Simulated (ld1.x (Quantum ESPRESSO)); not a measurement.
Pr (Z = 59): excitation energies, all-electron against TM semilocal

ld1.x (Quantum ESPRESSO) 7.5 input, shortened:

```
&input
   title='Pr', zed=59., rel=1, dft='PBE', iswitch=3,
   config='[Xe] 4f3 5d0 6s1.5 6p0'
 /
 &inputp
   pseudotype=1, tm=.true., lloc=1,
   nlcc=.true., new_core_ps=.true., rcore=0.85
 /
4
6S  1  0   1.50   0.00  3.75  3.75  0.0
5D  3  2   0.00   0.00  2.45  2.45  0.0
4F  4  3   3.00   0.00  0.90  0.90  0.0
5P  2  1   6.00   0.00  1.75  1.75  0.0
 &test
   configts(1)='4f3 5p6 5d0 6s1.5 6p0'
 /
```

Energies are relative to the spin-unpolarised reference configuration 4f3 5p6 5d0 6s1.5 6p0; without spin polarisation the order of configurations can differ from experiment. Not all tests gave a result: 1 of 7 tests not solved or not reliable. Left out of the table: 4f3 5p6 5d0 6s1 6p1 (solver errors, printed error -11.6 eV).

(1) Give the all-electron excitation energy and the error of the potential for: 4f3 5p6 5d0 6s2 6p0; 4f3 5p6 5d0 6s1 6p0; 4f3 5p6 5d0 6s0 6p0; 4f2 5p6 5d1 6s1 6p0; 4f2 5p6 5d0 6s2 6p0; 4f3 5p6 5d1 6s1 6p0.

Levels in the configuration 4f2 5p6 5d1 6s1 6p0:

| level | all-electron (eV) | pseudo (eV) |
| --- | --- | --- |
| 4f | -12.199 | -13.102 |
| 5p | -29.945 | -29.985 |
| 5d | -8.580 | -8.556 |
| 6s | -8.627 | -8.509 |

Results:

(1)

```json
{"valence configuration": "4f3 5p6 5d0 6s2 6p0", "charge": "0", "ΔE all-electron (eV)": "-2.282", "error AE − PS (meV)": "+1.1"}
{"valence configuration": "4f3 5p6 5d0 6s1 6p0", "charge": "+1", "ΔE all-electron (eV)": "3.438", "error AE − PS (meV)": "-1.5"}
{"valence configuration": "4f3 5p6 5d0 6s0 6p0", "charge": "+2", "ΔE all-electron (eV)": "14.064", "error AE − PS (meV)": "-14"}
{"valence configuration": "4f2 5p6 5d1 6s1 6p0", "charge": "+1", "ΔE all-electron (eV)": "5.025", "error AE − PS (meV)": "-323"}
{"valence configuration": "4f2 5p6 5d0 6s2 6p0", "charge": "+1", "ΔE all-electron (eV)": "5.245", "error AE − PS (meV)": "-452"}
{"valence configuration": "4f3 5p6 5d1 6s1 6p0", "charge": "0", "ΔE all-electron (eV)": "-0.720", "error AE − PS (meV)": "-10"}
```
